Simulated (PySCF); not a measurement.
Al(F)(vinyl)2 (C₄H₆AlF), SMILES C=[CH][Al]([CH]=C)[F].

Geometry optimised at PBE-D3(BJ)/def2-SVP. The structure was generated by enumeration; whether it is a known compound was not checked. One conformer was computed; it need not be the lowest.

Computed with PBE-D3(BJ)/def2-SVP in PySCF.

Frequencies are harmonic and unscaled.

| mode | ν (cm⁻¹) | IR (km/mol) | moving atoms (share of kinetic energy) |
|---|---|---|---|
| 1 | 74 | 1.5 | C 43 %, H 26 %, F 23 % |
| 2 | 86 | 0.1 | C 61 %, H 38 % |
| 3 | 116 | 0.1 | C 66 %, H 25 % |
| 4 | 143 | 4.7 | C 34 %, H 24 %, Al 23 %, F 18 % |
| 5 | 196 | 11.7 | F 31 %, H 30 %, Al 22 %, C 17 % |
| 6 | 256 | 11.5 | C 46 %, H 20 %, Al 20 %, F 14 % |
| 7 | 323 | 6.2 | C 43 %, H 25 %, F 17 %, Al 15 % |
| 8 | 437 | 8.4 | H 66 %, C 28 % |
| 9 | 476 | 88.6 | H 50 %, C 33 %, Al 16 % |
| 10 | 536 | 0.4 | C 71 %, H 21 % |
| 11 | 697 | 142.3 | Al 49 %, C 36 %, H 15 % |
| 12 | 843 | 115.7 | F 49 %, Al 47 % |
| 13 | 956 | 50.6 | H 73 %, C 27 % |
| 14 | 960 | 6.7 | H 88 %, C 11 % |
| 15 | 960 | 4.6 | H 72 %, C 28 % |
| 16 | 967 | 19.5 | H 86 %, C 13 % |
| 17 | 1025 | 20.5 | H 93 % |
| 18 | 1027 | 0.9 | H 93 % |
| 19 | 1221 | 2.1 | H 70 %, C 30 % |
| 20 | 1227 | 7.6 | H 72 %, C 27 % |
| 21 | 1372 | 4.3 | H 82 %, C 18 % |
| 22 | 1377 | 26.6 | H 82 %, C 18 % |
| 23 | 1595 | 6.5 | C 84 %, H 16 % |
| 24 | 1597 | 21.3 | C 83 %, H 17 % |
| 25 | 3028 | 6.4 | H 95 % |
| 26 | 3029 | 32.1 | H 95 % |
| 27 | 3053 | 11.6 | H 92 %, C 8 % |
| 28 | 3053 | 0.2 | H 92 %, C 8 % |
| 29 | 3115 | 27.3 | H 89 %, C 11 % |
| 30 | 3118 | 0.0 | H 89 %, C 11 % |
